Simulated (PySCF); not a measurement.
SMILES CCc1ccc(OC)cc1 (C9H12O), GFN2-xTB optimised geometry.

```
22

C     -1.67    -3.48    -1.49
C     -1.48    -3.01    -0.05
C     -0.72    -1.72     0.00
C     -1.37    -0.50     0.00
C     -0.67     0.70     0.00
C      0.72     0.68     0.00
O      1.51     1.79     0.00
C      0.90     3.06     0.00
C      1.39    -0.54     0.00
C      0.67    -1.72     0.00
H     -2.22    -4.41    -1.53
H     -2.22    -2.73    -2.06
H     -0.70    -3.62    -1.97
H     -0.95    -3.78     0.51
H     -2.46    -2.88     0.42
H     -2.45    -0.47     0.00
H     -1.22     1.62     0.00
H      0.28     3.21     0.89
H      1.71     3.78     0.00
H      0.28     3.21    -0.90
H      2.46    -0.54     0.00
H      1.21    -2.66     0.00
```

Density from B3LYP/def2-SVP (PySCF) at that geometry.

Minimum of the electron density along straight lines between bonded atoms, close to the bond critical point (lines longer than 1.1 times the sum of covalent radii, or with two minima, are not listed):

| bond | length / Å | ρ at the minimum / e bohr⁻³ | ∇²ρ there / e bohr⁻⁵ | position (fraction from the first atom) |
|---|---|---|---|---|
| C1–C2 | 1.530 | 0.242 | -0.55 | 0.50 |
| C2–C3 | 1.502 | 0.257 | -0.61 | 0.49 |
| C3–C4 | 1.385 | 0.314 | -0.80 | 0.50 |
| C4–C5 | 1.385 | 0.312 | -0.80 | 0.50 |
| C5–C6 | 1.389 | 0.312 | -0.80 | 0.48 |
| C6–O7 | 1.365 | 0.282 | -0.34 | 0.34 |
| O7–C8 | 1.405 | 0.258 | -0.38 | 0.66 |
| C6–C9 | 1.395 | 0.312 | -0.82 | 0.52 |
| C3–C10 | 1.391 | 0.311 | -0.79 | 0.50 |
| C9–C10 | 1.378 | 0.316 | -0.82 | 0.50 |
| C1–H11 | 1.088 | 0.277 | -1.01 | 0.62 |
| C1–H12 | 1.088 | 0.278 | -1.02 | 0.62 |
| C1–H13 | 1.088 | 0.278 | -1.02 | 0.62 |
| C2–H14 | 1.092 | 0.277 | -1.00 | 0.62 |
| C2–H15 | 1.092 | 0.277 | -1.00 | 0.62 |
| C4–H16 | 1.081 | 0.283 | -1.07 | 0.63 |
| C5–H17 | 1.079 | 0.283 | -1.06 | 0.63 |
| C8–H18 | 1.095 | 0.280 | -1.06 | 0.63 |
| C8–H19 | 1.089 | 0.285 | -1.11 | 0.64 |
| C8–H20 | 1.095 | 0.280 | -1.06 | 0.63 |
| C9–H21 | 1.079 | 0.284 | -1.08 | 0.63 |
| C10–H22 | 1.081 | 0.283 | -1.07 | 0.63 |
